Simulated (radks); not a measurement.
Problem. The mean radii <r> (bohr) of the occupied orbitals of an atom or ion are listed with their occupations. Method: Dirac Kohn-Sham, BLYP, spin-unpolarised, spherical densities, finite nucleus; Fermi nuclear charge, rms radius of each element as measured or else 0.836 A^(1/3) + 0.57 fm; computed with a radial shooting solver on a logarithmic mesh with Libxc functionals.

orbital  occ.      <r>
1s1/2       2  0.03609
2s1/2       2   0.1577
2p1/2       2   0.1346
2p3/2       4   0.1391
3s1/2       2   0.4432
3p1/2       2   0.4387
3p3/2       4   0.4493
3d3/2       4   0.4311
3d5/2       6   0.4346
4s1/2       2    1.159
4p1/2       2    1.282
4p3/2       4    1.314
4d3/2     1.6    2.063
4d5/2     2.4    2.087

Name the element and its charge. Open shells, if any, are shared by 2j + 1.

Solution. Z = 41, niobium, charge +1: Nb+ in [Kr] 4d4. The 1s radius gives Z: for a bare nucleus <r> = (2 gamma + 1)/(2Z) with gamma = sqrt(1 - (Z/c)^2), 0.03547 bohr for Z = 41, and screening makes it slightly larger (0.03609 here). The occupations add up to 40, and the charge is Z minus that.
